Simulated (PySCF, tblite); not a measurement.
Species: C6H9N2PSi.
SMILES with atom numbers: `[PH2:1][SiH2:2]/[N:3]=[CH:4]/[c:5]1[cH:6][cH:7][n:8][cH:9][cH:10]1` (hydrogens: H11, H12 on P1; H13, H14 on Si2; H15 on C4; H16 on C6; H17 on C7; H18 on C9; H19 on C10)

Structure used (GFN2-xTB), in Å, numbered top down from 1:
```
atom  x, y, z in Å
P1     4.0649   -0.5791    0.7630
Si2    2.9779    0.9585   -0.4732
N3     1.3114    0.6639   -0.2601
C4     0.3684    0.1442   -0.9167
C5    -0.9576   -0.0328   -0.3362
C6    -1.2325    0.3718    0.9722
C7    -2.5100    0.1798    1.4677
N8    -3.4886   -0.3701    0.7665
C9    -3.2314   -0.7544   -0.4719
C10   -1.9915   -0.6119   -1.0732
H11    3.3130   -1.6627    0.3435
H12    3.2897   -0.4114    1.8934
H13    3.1545    2.2682    0.1454
H14    3.5605    0.8829   -1.8188
H15    0.4732   -0.1991   -1.9534
H16   -0.4511    0.8238    1.5616
H17   -2.7717    0.4773    2.4747
H18   -4.0628   -1.1988   -1.0036
H19   -1.8261   -0.9408   -2.0884
```

Computed with PBE0/pcSseg-1 in PySCF (dipole) on a GFN2-xTB geometry, gas phase.

Masses are those of the commonest isotopes; rigid-rotor values at the optimised geometry. The values belong to one conformer with, in the numbering `[PH2:1][SiH2:2]/[N:3]=[CH:4]/[c:5]1[cH:6][cH:7][n:8][cH:9][cH:10]1`, H–P1–Si2–N3 46° and -46°, P1–Si2–N3–C4 -104°, N3–C4–C5–C6 0°.

(1) Give the principal moments of inertia and the rotational constants in GHz.

(2) What kind of rotor is it?

(3) Is it planar, by Δ = Ic − Ia − Ib?

(4) Give the other two planar moments, Paa and Pbb, and the rms extents of the mass along the axes.

(5) Where do the levels up to J = 5 lie, in MHz?

(6) Which types of transition are allowed, and where do some lines up to J = 4 fall?

(7) Estimate the classical rotational partition function at 10 K, 25 K and 100 K.

Results:

(1) Ia = 187.52, Ib = 1346.39, Ic = 1408.19 u·Å²; 505379 MHz·u·Å²/I gives 2695, 375.4 and 358.9 MHz, that is A = 2.6951, B = 0.3754, C = 0.3589 GHz.

(2) A near-prolate asymmetric top; Ray's κ = -0.986.

(3) Not planar: Δ = Ic − Ia − Ib = -125.72 u·Å². For a rigid frame Δ = −2 Σ m c², so Σ m c² = 62.86 u·Å² lies off the ab plane: 13.10 from hydrogen and 49.76 from heavier atoms. The atom farthest from that plane is 2.04 Å away.

(4) Paa = Σ m a² = (Ib + Ic − Ia)/2 = 1283.53 and Pbb = Σ m b² = (Ia + Ic − Ib)/2 = 124.66 u·Å². With the mass M = 168.03 u, the rms extents √(P/M) along a, b and c are 2.76, 0.86, 0.61 Å.

(5) Above 0(0,0):
J = 1: 1(0,1) 734, 1(1,1) 3054, 1(1,0) 3070
J = 2: 2(0,2) 2203, 2(1,2) 4506, 2(1,1) 4555, 2(2,1) 11515, 2(2,0) 11515
J = 3: 3(0,3) 4405, 3(1,3) 6684, 3(1,2) 6783, 3(2,2) 13717, 3(2,1) 13718, 3(3,1) 25358, 3(3,0) 25358
J = 4: 4(0,4) 7341, 4(1,4) 9588, 4(1,3) 9753, 4(2,3) 16654, 4(2,2) 16656, 4(3,2) 28295, 4(3,1) 28295, 4(4,1) 44591, 4(4,0) 44591
J = 5: 5(0,5) 11011, 5(1,5) 13218, 5(1,4) 13465, 5(2,4) 20325, 5(2,3) 20328, 5(3,3) 31966, 5(3,2) 31966, 5(4,2) 48262, 5(4,1) 48262, 5(5,1) 69214, 5(5,0) 69214
Those of J = 1 are B + C, A + C and A + B.

(6) The dipole components are |μa| = 0.01 D, |μb| = 1.75 D, |μc| = 0.55 D. Intensities carry the squares of the components, which stand as 0.00 : 1.00 : 0.10 (a : b : c). Some lines, for components of 0.1 D or more:

```tsv
type	branch	J(Ka,Kc)	MHz	lower level (cm⁻¹)
c	Q	3(1,3) ← 3(0,3)	2279	0.147
c	R	3(1,2) ← 2(0,2)	4580	0.073
c	R	4(1,3) ← 3(0,3)	5348	0.147
c	Q	2(2,1) ← 2(1,1)	6959	0.152
c	R	2(2,0) ← 1(1,0)	8444	0.102
c	R	3(2,2) ← 2(1,2)	9211	0.150
c	R	4(2,3) ← 3(1,3)	9970	0.223
b	Q	3(3,0) ← 3(2,1)	11640	0.458
c	R	3(3,1) ← 2(2,1)	13843	0.384
b	R	3(3,0) ← 2(2,1)	13843	0.384
c	R	4(3,2) ← 3(2,2)	14577	0.458
b	R	4(3,1) ← 3(2,2)	14577	0.458
c	R	4(4,0) ← 3(3,0)	19233	0.846
c	R	4(4,1) ← 3(3,1)	19233	0.846
```

(7) Point group C1, symmetry number σ = 1; q = (√π/σ)·√((kT/h)³/(ABC)), k/h = 20836.6 MHz/K: 8850 at 10 K, 35000 at 25 K, 280000 at 100 K.

Its GFN2-xTB frequencies are all real (lowest 30 cm⁻¹). No vibrational averaging or centrifugal distortion is included, and the geometry carries the error of its method. Quadrupole hyperfine structure (14N) is left out.
